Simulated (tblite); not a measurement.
C₂H₈F₃NSi₂.
Z-matrix (Å and degrees, GFN2-xTB geometry), rows numbered from 1:
```
F 
C   1  1.3426
F   2  1.3392  1  106.59
F   2  1.3433  1  106.65  3   113.46
C   2  1.5281  1  112.08  3  -123.98
N   5  1.4270  2  112.73  1  -171.87
Si  6  1.7353  5  122.72  2   -83.11
Si  7  2.3014  6  104.97  5  -171.83
H   5  1.0968  2  106.64  1   -49.28
H   5  1.0916  2  107.40  1    67.64
H   6  1.0092  5  111.66  2    66.00
H   7  1.4726  6  113.52  5    62.61
H   7  1.4700  6  101.81  5   -50.30
H   8  1.4644  7  109.48  6  -172.65
H   8  1.4652  7  114.14  6    68.17
H   8  1.4677  7  113.92  6   -53.47
```

Method: GFN2-xTB as coded in tblite; computed harmonic values from a numerical Hessian at the method's own geometry, unscaled. This tight-binding method is rough: wavenumbers can miss measured ones by several per cent, in bad cases by 10 to 20. Modes of hydrogen on silicon can be 10 to 20 % off. One conformer, not necessarily the lowest.

Harmonic wavenumbers (cm⁻¹): 27.1, 32.1, 38.3, 76.5, 113.9, 207.6, 228.7, 337.8, 392.7, 398.5, 449.7, 468.5, 480.0, 488.4, 495.2, 520.5, 597.8, 605.6, 722.2, 787.9, 790.9, 801.1, 808.4, 822.7, 842.9, 932.1, 1064.0, 1078.6, 1166.1, 1174.4, 1196.6, 1297.7, 1378.8, 1439.8, 2157.9, 2196.1, 2219.8, 2240.8, 2249.2, 2924.6, 2994.7, 3447.4.

A = 3592, B = 563.4, C = 554.0 MHz; mass 159.015 u (most abundant isotopes); point group C1, symmetry number 1.

Task: Zero-point energy?

Result: ½Σν̃ = 21347 cm⁻¹ = 255.36 kJ/mol.

Task: Entropy at 400 K, 1 bar (ideal gas, RRHO, classical rotation)?

Result: Translation 178.18, rotation 129.35, vibration 208.60: S = 516.1 J/(mol K).

Task: And Cp and H(400 K) − H(0)?

Result: Cp = 213.97 J/(mol K), of which vibrations give 180.72 (their classical limit is 42 R = 349.2); H(400 K) − H(0) = 52.68 kJ/mol without the zero-point energy, 39.38 from vibrations.

Task: What must be added to the electronic energy to get the Gibbs energy at 400 K and 1 bar?

Result: ZPE + [H(400 K) − H(0)] − T·S = 255.36 + 52.68 − 206.45 = 101.59 kJ/mol.

Task: Which modes carry the vibrational entropy at 400 K?

Result: 27.1 cm⁻¹: 27.67; 32.1 cm⁻¹: 26.27; 38.3 cm⁻¹: 24.80; 76.5 cm⁻¹: 19.07; 113.9 cm⁻¹: 15.79; 207.6 cm⁻¹: 10.93 J/(mol K); the other 36 give 84.06 together.

Task: Blend soft modes into free rotors: weight 1/[1 + (100 cm⁻¹/ν̃)⁴] for the oscillator and the rest for a rotor with moment μB/(μ + B), μ = h/(8π²ν), B = 10⁻⁴⁴ kg m². What vibrational entropy results?

Result: 179.03 J/(mol K) in place of 208.60, which changes −T·S at 400 K by +11.83 kJ/mol.

Task: How do the functions run with temperature in this model?

Result: 
```tsv
T (K)	S (J/(mol K))	Cp (J/(mol K))	H − H(0) (kJ/mol)	G − H(0) (kJ/mol)	ln q(vib)
50	271.0	67.0	2.60	-10.96	1.68
100	323.1	85.8	6.41	-25.91	3.71
298.15	458.6	177.7	32.65	-104.08	10.17
373.15	501.6	205.3	47.05	-140.11	12.45
500	566.9	241.3	75.50	-207.97	16.15
750	674.3	287.1	142.06	-363.64	22.81
1000	761.0	315.0	217.59	-543.40	28.70
```

q(vib) and H(0) count from the zero-point level.

Hindered rotation and anharmonicity are outside this model. Other conformers, if any are populated, would add a mixing term that is left out. The structure is chiral; the term R ln 2 for an equal mix with its mirror image is left out.
